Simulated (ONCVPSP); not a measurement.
**manganese: one change to an ONCV potential, before and after**

```json
{
 "Element": "Mn (Z = 25)",
 "Generator": "ONCVPSP 4.0.1",
 "Type": "optimised norm-conserving Vanderbilt (ONCV)",
 "Functional": "PBE",
 "Relativity": "scalar-relativistic",
 "Frozen core": "[Ne]",
 "Valence charge": "15",
 "Reference configuration": "3s2 3p6 3d5 4s2",
 "Partial waves": "3s+4s: rc 1.15 bohr, ncon 5, nbas 8, qcut 9.7 1/bohr, 2 projectors; 3p: rc 1.30 bohr, ncon 3, nbas 6, qcut 9.3 1/bohr, 2 projectors, debl 2.1 Ha; 3d: rc 2.05 bohr, ncon 3, nbas 8, qcut 6 1/bohr, 2 projectors, debl 1.6 Ha",
 "Local potential": "polynomial inside 0.85 bohr (lpopt 5, dvloc0 6 Ha)",
 "Core correction": "none"
}
```

All-electron outer shells of the reference configuration (PBE, scalar-relativistic, ld1.x):

| shell | level (eV) | outermost node (bohr) | outermost maximum (bohr) |
| --- | --- | --- | --- |
| 2p | -630.19 | – | 0.19 |
| 3s | -85.88 | 0.34 | 0.74 |
| 3p | -54.59 | 0.31 | 0.75 |
| 3d | -6.77 | – | 0.76 |
| 4s | -5.11 | 1.05 | 2.51 |

Change: local potential polynomial inside 0.75 bohr (lpopt 5, dvloc0 0 Ha).

Cutoffs: the cutoffs (Ha) at which the residual kinetic energy of the hardest occupied pseudo-wave falls to 1 and 0.1 mHa per electron; they do not see the model core or the augmentation charge, which bear on the density cutoff. Errors are all-electron minus pseudo energies relative to the spin-unpolarised reference configuration.

Problem. What does the change do?

Solution. The potential gets neither clearly harder nor softer (43 Ha and 98 Ha → 43 Ha and 98 Ha); the errors of the 4 common tests hardly move; the range in which the d phases agree narrows (upper end 5.0 → 3.4); neither file shows a bound ghost.

| quantity | base | changed |
| --- | --- | --- |
| cutoff, loose | 43 Ha | 43 Ha |
| cutoff, tight | 98 Ha | 98 Ha |
| bound ghosts | none | none |
| GHOST(+) flags under 300 eV | none | none |
| error for 3s2 3p6 3d5 4s1, meV [ΔE 8.42 eV] | -0.8 | -0.7 |
| error for 3s2 3p6 3d5 4s0, meV [ΔE 24.02 eV] | -23 | -22 |
| error for 3s2 3p6 3d4 4s0, meV [ΔE 56.53 eV] | +197 | +198 |
| error for 3s2 3p5 3d5 4s2, meV [ΔE 61.98 eV] | -533 | -528 |
| s: phases at 1.17 bohr within 0.05 rad from the reference energy up to (Ha; the scan ends near 5) | to the end of the scan | to the end of the scan |
| p: phases at 1.32 bohr within 0.05 rad from the reference energy up to (Ha; the scan ends near 5) | to the end of the scan | to the end of the scan |
| d: phases at 2.08 bohr within 0.05 rad from the reference energy up to (Ha; the scan ends near 5) | 5.0 | 3.4 |
